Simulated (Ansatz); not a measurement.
System: InH, charge 0, singlet. InH (SMILES [InH]).
B3LYP-D3(BJ)/def2-TZVP minimum from Ansatz (a first-principles code):
```xyz
2

In     0.0000     0.0000    -0.0373
H      0.0000     0.0000     1.8254
```
Charge 0, spin multiplicity 1.

Quantity: atomisation energy (electronic, to ground-state atoms), in kJ/mol. Radicals and triplets start from unrestricted determinants; spin-orbit coupling is neglected. Correlated methods leave the cores frozen (noble-gas shells, and filled d and f shells in the p block). Past Kr the def2 sets carry scalar-relativistic core potentials. CBS(X,Y): correlation extrapolated as X^-3, Hartree-Fock from the larger set. A bracket is a step between two methods taken in the basis named. Full CI freezes restricted core orbitals, also for open shells; the composite that ends in it estimates full CI at the basis-set limit. Where a partner has so few electrons that a lower coupled-cluster level is exact, that level stands in. Spin-orbit terms, left out, reach several kcal/mol for Br and I, and more for heavier atoms.

CCSD(T)/CBS(def2-TZVPP,def2-QZVPP) + [FCI - CCSD(T)]/def2-QZVPP (Ansatz) gives 264.5 kJ/mol.

**Question.** How far off this value is PBE/def2-TZVPD (Ansatz), in which direction, and how far these levels: r2SCAN/def2-TZVPD, B2PLYP/def2-TZVPD, CCSD(T)/CBS(def2-TZVPP,def2-QZVPP)?

**Answer.** PBE gives 256.4 kJ/mol, 8.1 kJ/mol below it. Differences of the others: r2SCAN/def2-TZVPD (Ansatz) -5.5; B2PLYP/def2-TZVPD (Ansatz) -7.5; CCSD(T)/CBS(def2-TZVPP,def2-QZVPP) (Ansatz) -0.1 kJ/mol.
